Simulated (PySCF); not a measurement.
# Radial density of He⁺ (helium, charge +1)

UHF, 1s1, 2S determinant. Computed with PySCF 2.14 in def2-TZVP, with the non-relativistic Hamiltonian (point nucleus).

```csv
r (bohr),4πr²ρ (e/bohr),4πr²(ρα − ρβ)
0.0162,0.007558,0.0076
0.0272,0.02101,0.0210
0.0457,0.05672,0.0567
0.0769,0.1430,0.1430
0.129,0.3214,0.3214
0.218,0.6362,0.6362
0.366,0.9796,0.9796
0.616,1.031,1.0314
1.04,0.5500,0.5500
1.74,0.08837,0.0884
2.93,0.003151,0.0032
```
